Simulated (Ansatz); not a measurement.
Steps of a relaxation of H₆SSiSn, SMILES `S[SiH2][SnH3]` with RKS PBE-D4/def2-SVP.

```sh
$ ansatz run in.yaml --threads 2 --pin off --events-out ev --progress --plain --max-ram 4352MiB
```

```yaml
crystal:
  periodic: [false, false, false]
  atoms:
    - {symbol: S, position_ang: [-2.284100, 0.633600, -0.594200]}
    - {symbol: Si, position_ang: [-0.288900, 1.122500, -0.144300]}
    - {symbol: Sn, position_ang: [0.856200, -0.983200, 0.541100]}
    - {symbol: H, position_ang: [-1.883500, -0.231500, -1.605700]}
    - {symbol: H, position_ang: [0.377800, 1.674600, -1.351000]}
    - {symbol: H, position_ang: [-0.231200, 2.119500, 0.951600]}
    - {symbol: H, position_ang: [0.833800, -2.146900, -0.745900]}
    - {symbol: H, position_ang: [2.601600, -0.610000, 0.914600]}
    - {symbol: H, position_ang: [0.106900, -1.624900, 2.016600]}
basis:
  gaussian: {orbitals: def2-SVP}
hamiltonian: {xc: pbe, dispersion: d4}
relax: {f_tol: 0.03, max_steps: 200}
```

Positions (Å) and forces (eV/Å) along the path, 5 of 5 steps:

```xyz
9
step=1 energy=-24627.0627 eV
S    -2.284    0.634   -0.594   -1.038   -0.504   -0.627
Si   -0.289    1.123   -0.144    0.643    0.313   -0.120
Sn    0.856   -0.983    0.541    1.213   -0.515    0.890
H    -1.883   -0.232   -1.606   -0.242    0.367    0.441
H     0.378    1.675   -1.351    0.233    0.263   -0.263
H    -0.231    2.119    0.952   -0.159    0.266    0.233
H     0.834   -2.147   -0.746   -0.052   -0.003    0.106
H     2.602   -0.610    0.915   -0.842   -0.293   -0.161
H     0.107   -1.625    2.017    0.242    0.104   -0.500
9
step=2 energy=-24627.1805 eV
S    -2.388    0.713   -0.638    0.203   -0.242   -0.231
Si   -0.309    1.144   -0.206    0.296   -0.169    0.303
Sn    1.014   -0.980    0.619   -1.170   -0.006   -0.681
H    -2.034   -0.168   -1.630   -0.190    0.125    0.153
H     0.397    1.765   -1.380   -0.002    0.008   -0.075
H    -0.349    2.158    0.900   -0.036    0.065    0.033
H     0.892   -2.183   -0.620    0.032    0.021   -0.094
H     2.613   -0.791    0.984    1.090    0.259    0.211
H     0.251   -1.704    1.953   -0.225   -0.062    0.381
9
step=3 energy=-24627.2602 eV
S    -2.335    0.678   -0.626   -0.106   -0.114   -0.133
Si   -0.267    1.142   -0.176    0.065   -0.063   -0.065
Sn    0.965   -0.996    0.593   -0.153   -0.086   -0.062
H    -2.054   -0.217   -1.627    0.012    0.143    0.173
H     0.422    1.759   -1.363    0.043    0.028   -0.021
H    -0.335    2.170    0.916   -0.035    0.005    0.034
H     0.884   -2.176   -0.675   -0.012    0.031    0.007
H     2.618   -0.734    0.961    0.205    0.043    0.045
H     0.191   -1.673    1.979   -0.019    0.012    0.023
9
step=4 energy=-24627.2645 eV
S    -2.345    0.681   -0.624    0.021   -0.069   -0.097
Si   -0.269    1.135   -0.184    0.009    0.031    0.025
Sn    0.963   -1.001    0.590    0.025   -0.032    0.025
H    -2.033   -0.212   -1.611   -0.052    0.041    0.058
H     0.433    1.757   -1.364   -0.001    0.015   -0.012
H    -0.349    2.157    0.915    0.012    0.008    0.018
H     0.873   -2.171   -0.684    0.001   -0.003    0.011
H     2.634   -0.729    0.960   -0.029   -0.004   -0.009
H     0.183   -1.663    1.984    0.015    0.012   -0.020
9
step=5 energy=-24627.2657 eV
S    -2.333    0.692   -0.672   -0.003    0.001    0.023
Si   -0.265    1.145   -0.181   -0.029   -0.004    0.006
Sn    0.957   -1.000    0.589    0.002    0.001   -0.009
H    -2.023   -0.266   -1.591    0.012    0.000   -0.009
H     0.454    1.791   -1.337    0.023    0.010   -0.008
H    -0.368    2.150    0.933   -0.003    0.000   -0.004
H     0.832   -2.171   -0.680    0.002   -0.012    0.007
H     2.635   -0.740    0.924   -0.004    0.000   -0.002
H     0.200   -1.648    1.999    0.000    0.004   -0.003
```

Run time 9.5 s (2 threads of an Arm Neoverse V1 on a shared host); peak host memory 0.13 GiB.
